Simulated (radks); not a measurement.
Initial-state core-level shifts of the vanadium ion V3+ when its valence configuration changes from [Ar] 3d2. All-electron calculation, scalar-relativistic Kohn-Sham, PBE, spin-polarised, spherical densities, finite nucleus; open shells are filled with parallel spins first; Fermi nuclear charge, rms radius 3.6002 fm. Program: a radial shooting solver on a logarithmic mesh with Libxc functionals. Shifts are changes of the shell-averaged eigenvalues in eV (positive: less bound); the change of the density at the nucleus, which sets a Mossbauer isomer shift, is in e/bohr^3, on a base of 9944.

valence,1s,2s,2p,3s,density at nucleus
4s2,-18.147,-20.846,-20.645,-15.864,+26.1681
4p2,-19.931,-22.699,-22.475,-17.654,+6.0452
3d1 4p1,-9.570,-10.857,-10.748,-8.697,+2.7078
3d1.5 4s0.5,-4.154,-4.770,-4.720,-3.777,+5.7160
3d1 4s1,-8.546,-9.820,-9.720,-7.672,+11.9958
3d1.5 4p0.5,-4.679,-5.297,-5.243,-4.303,+1.2742
3d0.5 4s1.5,-13.239,-15.200,-15.050,-11.734,+18.7049
